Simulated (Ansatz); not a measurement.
The cluster Te2Pd⁻, relaxed as a doublet with UKS PBE-D4/def2-TZVPD in Ansatz, starting from the GFN1-xTB geometry. Force threshold 0.02 eV/Å.

In the def2 sets Pd, Te take a core potential; there is no spin–orbit coupling. The relaxation made no stability test and no search for a lower SCF solution. Another isomer (doublet) lies 0.17 eV lower at PBE0-D4/def2-TZVPD.

Start:

```xyz
3

Pd   -0.613   -0.394   -0.370
Te    1.588   -1.407   -0.354
Te   -0.975    1.800    0.724
```

(1) Estimate the energy that the relaxation releases and the steps that it takes.

(2) Does the start keep its bonding and symmetry?

(3) Predict the relaxed structure.

## Answers

(1) 5.9 kJ/mol, in 6 steps; 11 s on 4 threads of AMD EPYC 7B13 on a shared host. No frequencies were taken in this run, so the end may be a saddle point.

(2) By distances, no bond broke or formed. The bond that changes most is Pd1–Te2, from 2.42 to 2.46 Å (atoms count from 1). Point group C2v at the start, C2v at the end, both within 0.05 Å.

(3) 
```xyz
3

Pd   -0.9123   -0.5529   -0.5327
Te    1.4767   -0.9959   -0.1606
Te   -0.5644    1.5488    0.6933
```
Bond lengths: 2 × Pd–Te 2.46 Å.
